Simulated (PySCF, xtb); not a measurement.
W(O)(F)3(OMe) (CH3F3O2W), SMILES [F][W](=[O])([F])([F])[O]C, multiplicity 1.

GFN2-xTB in xtb at its own geometry gives an orbital gap of 4.89 eV and a dipole moment of 4.00 D.

Coordinates come from a PBE-D3(BJ)/def2-SVP optimisation. The multiplicity is an assumed one; other spin states were not compared. The def2 effective core potentials stand for the cores of W; spin–orbit coupling is left out. The values are those of a single conformer.

### Question
What does PBE/def2-TZVP in PySCF give? (The exact figures need the calculation; the answer reports its results.)

### Answer
gap 4.02 eV (levels -8.07 and -4.04 eV), dipole 3.95 D.
